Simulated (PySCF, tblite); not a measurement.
Isomers of C5H7ClF (doublet state). Level: GFN2-xTB in tblite, geometry and Hessian alike; calculated harmonic values, unscaled, isolated species. Errors from tens to a few hundred cm⁻¹ against measured bands are possible. One conformer each. Open shells enter through the occupations alone, without spin polarisation, and single modes of such species can be off by tens of per cent.

Electronic energies: B3LYP/pcH-1 single points on the GFN2-xTB geometries (PySCF, gas phase).

| SMILES | electronic energy, lowest = 0 (kJ/mol) |
| --- | --- |
| [CH2][C@@H](F)/C(C)=C\Cl | 88.5 |
| [CH2][C@@H]1[C@@H](C)[C@]1(F)Cl | 116.2 |
| F[C@@H]1CC[C](Cl)C1 | 0.0 |
| F[C]1CC[C@@H](Cl)C1 | 12.0 |
| F[C@@H]1[CH][C@@H](Cl)CC1 | 4.9 |
| C=C(F)[C@H](C)[CH]Cl | 69.3 |
| C[C@@H]1[C](F)C[C@H]1Cl | 90.7 |

Problem. How do GFN2-xTB zero-point energies change the relative energies?

Solution. 
```tsv
SMILES	ZPE (kJ/mol)	of it from modes above 1550 cm⁻¹	electronic (kJ/mol)	with ZPE, lowest = 0 (kJ/mol)	lowest mode (cm⁻¹)	rings
F[C@@H]1CC[C](Cl)C1	281.1	123.3	0.0	0.0	28	1
F[C@@H]1[CH][C@@H](Cl)CC1	279.8	126.1	4.9	3.5	73	1
F[C]1CC[C@@H](Cl)C1	282.0	123.8	12.0	12.9	68	1
C=C(F)[C@H](C)[CH]Cl	272.2	138.8	69.3	60.4	46	0
[CH2][C@@H](F)/C(C)=C\Cl	267.0	138.1	88.5	74.5	46	0
C[C@@H]1[C](F)C[C@H]1Cl	278.9	125.4	90.7	88.5	50	1
[CH2][C@@H]1[C@@H](C)[C@]1(F)Cl	271.2	128.9	116.2	106.2	147	1
```

The zero-point energies span 15.0 kJ/mol, from `[CH2][C@@H](F)/C(C)=C\Cl` to `F[C]1CC[C@@H](Cl)C1`. The order is unchanged.

Problem. And how do the electronic energies of GFN2-xTB itself compare?

Solution. `F[C@@H]1CC[C](Cl)C1` 0.0; `F[C@@H]1[CH][C@@H](Cl)CC1` 24.2; `F[C]1CC[C@@H](Cl)C1` 23.5; `C=C(F)[C@H](C)[CH]Cl` 125.1; `[CH2][C@@H](F)/C(C)=C\Cl` 151.7; `C[C@@H]1[C](F)C[C@H]1Cl` 94.4; `[CH2][C@@H]1[C@@H](C)[C@]1(F)Cl` 131.2 kJ/mol, lowest = 0. Against the energies above, taken from the same isomer `F[C@@H]1CC[C](Cl)C1`, the largest difference is 63.2 kJ/mol.

Problem. What do entropy and thermal enthalpy add at 298.15 K and 1 bar (rigid rotor, harmonic oscillator, one conformer each)?

Solution. 
```
                         SMILES  point group  symmetry number  S (J/(mol K))  H − H(0) (kJ/mol)  ZPE + H − H(0) − TS (kJ/mol)
            F[C@@H]1CC[C](Cl)C1           C1                1          369.8              21.44                         192.3
      F[C@@H]1[CH][C@@H](Cl)CC1           C1                1          358.3              21.08                         194.0
            F[C]1CC[C@@H](Cl)C1           C1                1          357.4              20.81                         196.2
           C=C(F)[C@H](C)[CH]Cl           C1                1          392.8              25.04                         180.2
       [CH2][C@@H](F)/C(C)=C\Cl           C1                1          394.1              25.98                         175.5
        C[C@@H]1[C](F)C[C@H]1Cl           C1                1          368.6              22.26                         191.3
[CH2][C@@H]1[C@@H](C)[C@]1(F)Cl           C1                1          372.0              24.10                         184.4
```

S holds R ln(2S + 1) for the spin.
